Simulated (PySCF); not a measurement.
**[VCl6]3-: what the settings change**

[VCl6]3- holds V(III), d2, at total charge -3. The structure is a PBE0-D3(BJ)/def2-SVP, IEF-PCM water geometry optimised for multiplicity 3; coordination octahedral, point group Oh, metal–donor distances 2.42 Å.

```
7

V     0.0000    0.0000    0.0000
Cl    0.0000    0.0000    2.4215
Cl    0.0000    0.0000   -2.4215
Cl    2.4215    0.0000    0.0000
Cl   -2.4215    0.0000    0.0000
Cl    0.0000    2.4215    0.0000
Cl    0.0000   -2.4215    0.0000
```

Method (PySCF 2.14, density fitting): CASSCF(2,5) with orbitals averaged over all microstates of the shell, strongly contracted NEVPT2 on the averaged canonical orbitals; basis x2c-TZVPall on the metal, x2c-SVPall elsewhere; spin-free X2C; IEF-PCM water; spin-orbit coupling by state interaction with the mean-field operator over all roots.

Base run: NEVPT2 ground state 3T1g, next 1T2g at 11634, then 3T2g at 11651 cm⁻¹, 10Dq(CASSCF) 10583, B(CASSCF) 942, ζ 178 cm⁻¹, μeff(300 K) 2.71 μB.

What happens with the basis x2c-TZVPall on all atoms?

NEVPT2 ground state 3T1g, next 3T2g at 11381, then 1T2g at 11543 cm⁻¹, 10Dq(CASSCF) 10518, B(CASSCF) 939, ζ 177 cm⁻¹, μeff(300 K) 2.71 μB. It took 41 s against 17 s on a shared host of the same kind.

What happens with orbitals averaged over the highest spin alone?

NEVPT2 ground state 3T1g, next 3T2g at 11553, then 1T2g at 11690 cm⁻¹, 10Dq(CASSCF) 10586, B(CASSCF) 952, ζ 180 cm⁻¹, μeff(300 K) 2.70 μB.

Charge-transfer states lie outside this active space and may come lower than some of these levels. The ground state is orbitally degenerate in this regular structure, which would distort (Jahn–Teller), so its moment is that of the undistorted model. NEVPT2 lifts 3T2g from 9623 to 11651 cm⁻¹; on the d shell alone it tends to overshoot states that fill the eg-type orbitals. NEVPT2 on the d shell alone tends to put d–d bands too high for such charged or covalently bound ions.
